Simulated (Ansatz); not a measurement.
Gas-phase electronic energies from Ansatz, PBE0-D4/def2-TZVP geometries. CCSD(T)/CBS is the MP2 limit (def2-TZVPP, def2-QZVPP) plus CCSD(T) − MP2 in def2-TZVPP, frozen cores. For Ga outer-core shells are correlated without core-valence functions, which leaves a few kJ/mol of doubt a bond. Scalar relativity is left out up to krypton. Each species was taken in one conformer, which may not be the lowest.

Reaction (formal exchange of groups at a Ga–N bond): `[CH3][Ga]([CH3])[NH2]` + `O=CC(F)S` → `[CH3][Ga]([CH3])[CH]=O` + `NC(F)S`

`[CH3][Ga]([CH3])[NH2]`:

Cartesian coordinates in Å:
```
C 0.872 0.963 1.397
Ga -0.079 -0.103 0.046
C -0.010 0.167 -1.901
N -1.122 -1.470 0.655
H 0.659 0.616 2.410
H 1.952 0.912 1.237
H 0.586 2.016 1.327
H 1.018 0.089 -2.264
H -0.618 -0.567 -2.433
H -0.369 1.165 -2.163
H -1.236 -1.705 1.626
H -1.653 -2.084 0.062
```

`O=CC(F)S`:

Cartesian coordinates in Å:
```
O -0.985 -1.206 -0.877
C -0.305 -0.227 -0.936
C 0.513 0.350 0.214
F 0.259 1.712 0.191
S 0.198 -0.401 1.795
H -0.225 0.384 -1.856
H 1.579 0.225 -0.009
H -1.034 -0.837 1.479
```

`[CH3][Ga]([CH3])[CH]=O`:

Cartesian coordinates in Å:
```
C 1.401 -0.902 0.977
Ga -0.073 0.060 0.096
C -1.317 -0.728 -1.209
C -0.160 2.066 0.363
O 0.505 2.690 -0.436
H 1.477 -1.937 0.643
H 1.266 -0.895 2.062
H 2.346 -0.394 0.770
H -1.310 -0.137 -2.129
H -1.064 -1.761 -1.451
H -2.340 -0.703 -0.821
H -0.732 2.640 1.135
```

`NC(F)S`:

Cartesian coordinates in Å:
```
N 0.415 -0.005 1.184
C 0.305 -0.023 -0.218
F 0.961 1.059 -0.759
S -1.439 0.033 -0.758
H -0.260 0.594 1.639
H 0.427 -0.924 1.597
H 0.785 -0.920 -0.614
H -1.194 0.185 -2.070
```

```csv
level,ΔE (kcal/mol)
MP2/def2-TZVPP,26.4
HF/def2-QZVPP,23.8
```

What does CCSD(T)/CBS give? (An estimate is asked.)

Computed: +25.6 kcal/mol. The listed levels differ from it by 0.8, -1.8 kcal/mol.

Largest T1 diagnostic among the species: 0.014.

In def2-TZVPP, CCSD(T) changes the Hartree–Fock value by +1.3 kcal/mol (the triples alone add +0.0 kcal/mol) and MP2 by +2.7 kcal/mol. From PBE to PBE0 (25 % exact exchange), in def2-TZVPP and without D4, ΔE moves by +1.1 kcal/mol.
